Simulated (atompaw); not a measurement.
## Varying the PAW (atompaw) potential for K

Base potential:

potassium, PAW, made with atompaw 4.2.0.5 (LDA (PW92), scalar-relativistic). Core [Ne], reference 3s2 3p6 3d0 4s0 4p0 (charge +1). Waves: 3s (bound): rc 1.90 bohr; 4s (bound, empty): rc 3.00 bohr; 3p (bound): rc 2.10 bohr; 4p (bound, empty): rc 2.15 bohr; 3d (bound, empty): rc 3.00 bohr; 3d channel at 2.35 Ry: rc 3.00 bohr. Local part: bessel scheme, radius 2.75 bohr. Core correction: smooth core density matched at 2.55 bohr. Augmentation charge: besselshape compensation charge, radius 2.35 bohr; PAW radius 3.00 bohr; waves and projectors: custom rrkj gramschmidtortho.

Cutoffs, loose and tight: the cutoffs (Ry, on a coarse ladder) from which the occupation-weighted sum of valence levels, in a spherical-Bessel basis at the reference potential, stays within 10 and 1 mRy of its value at 400 Ry. They see the waves, projectors and local potential, not the compensation charge or the core. A dash means not determined.

| change | outcome | cutoff, loose | cutoff, tight | bound ghosts |
| --- | --- | --- | --- | --- |
| base | generated | 18 Ry | 30 Ry | none |
| all radii scaled by about 0.78 (s 1.48, p 1.64, d 2.34 bohr); local potential bessel scheme, radius 2.14 bohr; augmentation besselshape compensation charge, radius 1.82 bohr; PAW radius 2.34 bohr; waves and projectors: custom rrkj gramschmidtortho; core correction smooth core density matched at 1.98 bohr | generated | 30 Ry | 45 Ry | none |
| all radii scaled by about 0.90 (s 1.70, p 1.88, d 2.70 bohr); local potential bessel scheme, radius 2.46 bohr; augmentation besselshape compensation charge, radius 2.10 bohr; PAW radius 2.70 bohr; waves and projectors: custom rrkj gramschmidtortho; core correction smooth core density matched at 2.28 bohr | generated | 21 Ry | 35 Ry | none |
| all radii scaled by about 1.26 (s 2.40, p 2.66, d 3.78 bohr); local potential bessel scheme, radius 3.48 bohr; augmentation besselshape compensation charge, radius 2.96 bohr; PAW radius 3.78 bohr; waves and projectors: custom rrkj gramschmidtortho; core correction smooth core density matched at 3.22 bohr | generated | 10 Ry | 18 Ry | none |

Q: What comes out with this change to the base: all radii scaled by about 1.05 (s 2.00, p 2.22, d 3.16 bohr); local potential bessel scheme, radius 2.90 bohr; augmentation besselshape compensation charge, radius 2.48 bohr; PAW radius 3.16 bohr; waves and projectors: custom rrkj gramschmidtortho; core correction smooth core density matched at 2.68 bohr?

A: outcome: generated; cutoff, loose: 15 Ry; cutoff, tight: 25 Ry; bound ghosts: none.

Q: What comes out with this change to the base: all radii scaled by about 1.20 (s 2.28, p 2.52, d 3.58 bohr); local potential bessel scheme, radius 3.28 bohr; augmentation besselshape compensation charge, radius 2.80 bohr; PAW radius 3.58 bohr; waves and projectors: custom rrkj gramschmidtortho; core correction smooth core density matched at 3.04 bohr?

A: outcome: generated; cutoff, loose: 12 Ry; cutoff, tight: 21 Ry; bound ghosts: none.

Q: What comes out with this change to the base: all radii scaled by about 0.96 (s 1.82, p 2.02, d 2.88 bohr); local potential bessel scheme, radius 2.64 bohr; augmentation besselshape compensation charge, radius 2.26 bohr; PAW radius 2.88 bohr; waves and projectors: custom rrkj gramschmidtortho; core correction smooth core density matched at 2.46 bohr?

A: outcome: generated; cutoff, loose: 18 Ry; cutoff, tight: 35 Ry; bound ghosts: none.

Reading the sweep of the scale of all radii (base = 1) (base included, trends over the rows without a ghost): The loose cutoff falls from 30 Ry at 0.78 to 10 Ry at 1.26. A larger radius leaves more room for a smooth pseudo-wave, so fewer plane waves are needed; a smaller one forces it to follow the all-electron wave where it bends sharply.
